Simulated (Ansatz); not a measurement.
Cost and result for the atomization energy of CH4ClFSSi (`FCS[SiH2]Cl`) (9 atoms, 8 bonds).

Cartesian coordinates in Å:
```
F -0.305 1.967 0.764
C -1.138 0.939 0.406
S -0.669 0.188 -1.169
Si 1.079 -0.861 -0.571
Cl 0.652 -2.228 0.905
H -2.145 1.335 0.265
H -1.130 0.192 1.202
H 1.543 -1.572 -1.782
H 2.113 0.038 -0.020
```

Total charge 0; spin multiplicity 1. Geometry: relaxed with PBE0-D4/def2-TZVP. It is one conformer, not always the lowest. Program: Ansatz. All runs use 4 threads of an Arm Neoverse V1 on a shared host. Times are those of one run each, without the atoms' runs, and a repeat can differ threefold. Electronic energies, without spin–orbit coupling; frozen cores. CCSD(T)/CBS adds CCSD(T) − MP2 in def2-TZVPP to the MP2 limit, and its time is that of the two runs behind it. T1 = 0.011. B3LYP takes the VWN-RPA correlation (the form of Gaussian; ORCA's B3LYP/G).

CCSD(T)/CBS is a level of theory with its own doubt, some kJ/mol a heavy atom from the limit and from the frozen cores, so smaller differences don't rank the functionals.

```csv
level,functions,atomization (kJ/mol),difference from CCSD(T)/CBS,per bond
ωB97M-V/def2-TZVPP (with forces),244,3036.0,14.9,1.9
CCSD(T)/CBS(def2),–,3021.1,0.0,0.0
PBE-D4/def2-TZVPP (with forces),244,3073.6,52.5,6.6
r2SCAN-D4/def2-TZVPP (with forces),244,3034.3,13.2,1.7
MP2/def2-QZVPP,444,3046.2,25.1,3.1
B2PLYP/def2-TZVPP,244,2965.1,-56.0,-7.0
ωB97X-V/def2-TZVPP,244,3040.2,19.1,2.4
PBE0-D4/def2-TZVPP,244,3019.5,-1.6,-0.2
B3LYP-D4/def2-TZVPP (with forces),244,2997.9,-23.2,-2.9
CCSD(T)/def2-TZVPP,244,2924.7,-96.4,-12.1
```

Task: Order the runs by time, with rough figures. (Estimate.)

Result: Computed: PBE-D4/def2-TZVPP (with forces) 2.6 s; PBE0-D4/def2-TZVPP 3.5 s; r2SCAN-D4/def2-TZVPP (with forces) 5.5 s; B3LYP-D4/def2-TZVPP (with forces) 5.5 s; B2PLYP/def2-TZVPP 5.5 s; ωB97X-V/def2-TZVPP 8 s; ωB97M-V/def2-TZVPP (with forces) 12 s; MP2/def2-QZVPP 20 s; CCSD(T)/def2-TZVPP 2.3 min; CCSD(T)/CBS(def2) 2.7 min.

The D4 term adds +39.0 kJ/mol with B3LYP and +20.4 kJ/mol with PBE0; it sums over pairs of atoms, weighted by their polarisabilities, and B3LYP, whose exchange is more repulsive, gets the larger term. From PBE to PBE0 (25 % exact exchange), in def2-TZVPP and without D4, the atomization energy moves by −50.6 kJ/mol: exact exchange takes away binding that semilocal exchange gives to molecules. In def2-TZVPP, CCSD(T) changes the Hartree–Fock value by +746.0 kJ/mol (the triples alone add +52.0 kJ/mol) and MP2 by +810.6 kJ/mol; breaking electron pairs costs correlation energy, which Hartree–Fock lacks.
